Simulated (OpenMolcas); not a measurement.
An atom or ion with 34 electrons was computed by SS-CASPT2, IPEA 0.25 Eh, imaginary shift 0.1 Eh with spin-orbit coupling (OpenMolcas, ANO-RCC-VQZP, DKH2). The lowest levels that the run gave, each within 12 % of the measured value where one is at hand:

```
J  Parity  E (cm⁻¹)      g
2    even       0.0  1.494
1    even      1789  1.501
0    even      2330       
2    even      9850  1.008
0    even     22550
```

Question: Which ion is it, and what are the configurations and terms?

Answer: Se (Z = 34, neutral; active space 6 electrons in 8 orbitals (4s 4p 5s 5p)). J, parity and g give the terms where levels are pure, and mixed ones are named by the computed weights; the size of the splittings, set against known spectra of the 34-electron sequence, gives the charge. In order, with the measured energies in cm⁻¹ (NIST Handbook of Basic Atomic Spectroscopic Data): 4s² 4p⁴ ³P₂, 4s² 4p⁴ ³P₁ (1989), 4s² 4p⁴ ³P₀ (2534), 4s² 4p⁴ ¹D₂ (9576), 4s² 4p⁴ ¹S₀ (22446).

CASPT2 breaks the degeneracy within a term, and the mean is taken; among the terms shown or strongly mixed into the levels shown the widest spread is 69 cm-1 (4s² 4p⁴ ¹D). Active for correlation alone: 5p 5s; no level in the range computed is led by a configuration that fills them, so any true level of that kind is missing. Computed and measured levels are paired by configuration, term and J; levels that our copy of the source lacks, or whose pairing is in doubt (as where it misses far off the trend of its configuration), stay unpaired and out of the deviations. Only configurations of the active space appear.
